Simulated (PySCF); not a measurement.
Gas-phase reaction: GeCl3 + 3 GeH2Cl2 = 3 GeHCl3 + GeH3

Method: PySCF energies plus ideal-gas RRHO corrections (1 bar). † marks an energy on the PBE0/def2-TZVP geometry and frequencies. MP2 and CCSD(T) freeze the core. Open shells (unrestricted): GeCl3 (multiplicity 2), GeH3 (multiplicity 2); the rest are closed-shell singlets. Ge: all electrons, no relativistic terms. GeCl3, GeH3: computed as isolated molecules; such fragments, hydroxides, amides, oligomers or adducts are transient or little studied in the gas. MP2 isn't extrapolated to the basis-set limit. CCSD(T) isn't extrapolated to the basis-set limit.

MP2/def2-TZVPP† gives ΔH°(298 K) = 6 kJ.

### Question
What do ωB97X-V/def2-TZVP†, ωB97M-V/def2-TZVP†, CCSD(T)/def2-SVP† give?

### Answer
ωB97X-V/def2-TZVP†: 20 kJ; ωB97M-V/def2-TZVP†: 20 kJ; CCSD(T)/def2-SVP†: 1 kJ. For scale, ΔH°(298 K) is 6 kJ at this level, 20 kJ at ωB97M-V/def2-TZVP†, and runs from -5 to 119 kJ over the 19 levels computed.
